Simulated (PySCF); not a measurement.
A parent and its derivatives

Computed, not measured: TDDFT CAM-B3LYP/def2-SVPD, vertical, gas phase, core orbitals frozen in the response (PySCF). Geometries: PBE0-D3(BJ)/def2-SVP; one conformer of each isolated species. Triplets are in the Tamm–Dancoff approximation.

Parent: BMe3, `CB(C)C`, with lowest singlet excitation energy 6.56 eV, HOMO–LUMO gap 10.88 eV, LUMO energy 0.90 eV, HOMO energy -9.98 eV. Its spectrum: 6.56 eV (f 0.000 summed over 2 states); 7.98 eV (f 0.123 summed over 2 states); 8.86 eV (f 0.008); 9.42 eV (f 0.000); 9.44 eV (f 0.021 summed over 2 states).

Question: Order the derivatives by their lowest singlet excitation, lowest first, with the shift from the parent.
A. ligand (all three): Me to vinyl: `C=CB(C=C)C=C`
B. ligand (all three): Me to OMe: `COB(OC)OC`
C. ligand (all three): Me to CCH: `C#CB(C#C)C#C`
D. ligand (all three): Me to NCO: `O=C=NB(N=C=O)N=C=O`

Answer: C (shift -2.68 eV), A (shift -1.57 eV), D (shift -1.16 eV), B (shift +0.83 eV).

```tsv
change	SMILES	Δ S1 (eV)	Δ gap (eV)	Δ LUMO (eV)	Δ HOMO (eV)
ligand (all three): Me to vinyl	C=CB(C=C)C=C	-1.57	-2.96	-1.92	+1.04
ligand (all three): Me to NCO	O=C=NB(N=C=O)N=C=O	-1.16	-1.76	-2.11	-0.36
ligand (all three): Me to OMe	COB(OC)OC	+0.83	-0.63	-0.04	+0.59
ligand (all three): Me to CCH	C#CB(C#C)C#C	-2.68	-3.32	-2.76	+0.56
```

S1 falls most with ligand (all three): Me to CCH (-2.68 eV), and it rises most with ligand (all three): Me to OMe (+0.83 eV). S1 is simply the lowest singlet of each species and needn't be the same kind of state throughout. Over these 4 changes the shifts of S1 and of the HOMO–LUMO gap correlate with r = 0.96.

Lowest levels of each derivative:
- `C=CB(C=C)C=C`: 4.99 eV (f 0.069); 5.19 eV (f 0.047); 5.27 eV (f 0.373)
- `O=C=NB(N=C=O)N=C=O`: 5.40 eV (f 0.000); 6.20 eV (f 0.000); 6.25 eV (f 0.000)
- `COB(OC)OC`: 7.39 eV (f 0.000); 7.64 eV (f 0.000); 7.86 eV (f 0.001)
- `C#CB(C#C)C#C`: 3.88 eV (f 0.000); 4.25 eV (f 0.000 summed over 2 states); 4.90 eV (f 0.356 summed over 2 states)

Without π bonds the low states are Rydberg-like; a valence basis with one diffuse set may place them up to an eV too high.
